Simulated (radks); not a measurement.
The numbers below are computed, except where a source is named.
Ni III, 26 electrons, occupied as [Ar] 3d8.

Level of theory: scalar-relativistic Kohn-Sham, PBE, spin-polarised, spherical densities, finite nucleus; open shells are filled with parallel spins first; Fermi nuclear charge, rms radius 3.7757 fm (a radial shooting solver on a logarithmic mesh with Libxc functionals).

Energy parts (hartree):
| part | energy |
|---|---|
| total | -1519.58877 |
| kinetic | 1540.71381 |
| electron-nucleus | -3628.66304 |
| Hartree | 631.22360 |
| exchange-correlation | -62.86314 |

Orbitals (lengths in bohr, moments of r in powers of bohr):
orbital  occ.  eigenvalue (hartree)  <1/r>
1s up       1             -302.5156  28.09
1s down     1             -302.5158  28.09
2s up       1             -36.80810  6.068
2s down     1             -36.76735  6.073
2p up       3             -31.76475  5.955
2p down     3             -31.73412  5.960
3s up       1              -4.84176  1.918
3s down     1              -4.75811  1.913
3p up       3              -3.38404  1.771
3p down     3              -3.30202  1.765
3d up       5              -1.07611  1.394
3d down     3              -1.00061  1.373

The highest occupied level is 3d down at -27.228 eV. The electron density at the nucleus is 1.977e+04 e/bohr^3 (large components only). The density falls to 0.001 e/bohr^3 at r = 2.97 bohr. Summed over all electrons, <r^2> = 15.86 bohr^2, which gives a Langevin (diamagnetic) susceptibility term of -12.6 x 10^-6 cm^3/mol. The spin density at the nucleus is -0.620 e/bohr^3 (1s -0.020, 2s -1.310, 3s 0.710).

Run on one thread of a shared host, so times are rough (Arm Neoverse N1): 0.21 s of CPU time, 0.21 s wall, 18 iterations on 2189 mesh points.
